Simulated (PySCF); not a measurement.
PySCF 2.14 output of an unrestricted PBE calculation on a single atom or ion in dyall-av2z (16s12p7d2f, 101 functions), with no relativity, point nucleus:

```
SCF conv_tol = 1e-09
number electrons alpha = 14  beta = 14
    J. P. Perdew, K. Burke, and M. Ernzerhof.,  Phys. Rev. Lett. 77, 3865 (1996)
    J. P. Perdew, K. Burke, and M. Ernzerhof.,  Phys. Rev. Lett. 78, 1396 (1997)
    J. P. Perdew, K. Burke, and M. Ernzerhof.,  Phys. Rev. Lett. 77, 3865 (1996)
    J. P. Perdew, K. Burke, and M. Ernzerhof.,  Phys. Rev. Lett. 78, 1396 (1997)
cycle= 1 E= -1639.93026593718  delta_E= 0.00876  |g|= 0.493  |ddm|= 0.207
cycle= 2 E= -1639.71147591447  delta_E= 0.219  |g|= 1.44  |ddm|= 0.323
cycle= 3 E= -1639.96669746841  delta_E= -0.255  |g|= 0.172  |ddm|= 0.194
cycle= 4 E= -1639.97157882638  delta_E= -0.00488  |g|= 0.00155  |ddm|= 0.035
cycle= 5 E= -1639.97157888973  delta_E= -6.34e-08  |g|= 0.000949  |ddm|= 0.000374
cycle= 6 E= -1639.97157902083  delta_E= -1.31e-07  |g|= 4.73e-05  |ddm|= 0.000162
cycle= 7 E= -1639.97157902117  delta_E= -3.42e-10  |g|= 1.3e-06  |ddm|= 9.16e-06
converged SCF energy = -1639.97157902117  <S^2> = 3.5527137e-15  2S+1 = 1
```

The run itself started from symmetry-adapted Hartree-Fock orbitals and held the occupation by maximum overlap, on a logarithmic radial grid, so the iterations belong to that start.

Problem. Which element, charge and spin multiplicity is this?

Solution. Cu⁺ (copper, charge +1), multiplicity 1; the state was [Ar] 3d10, closed-shell 1S.
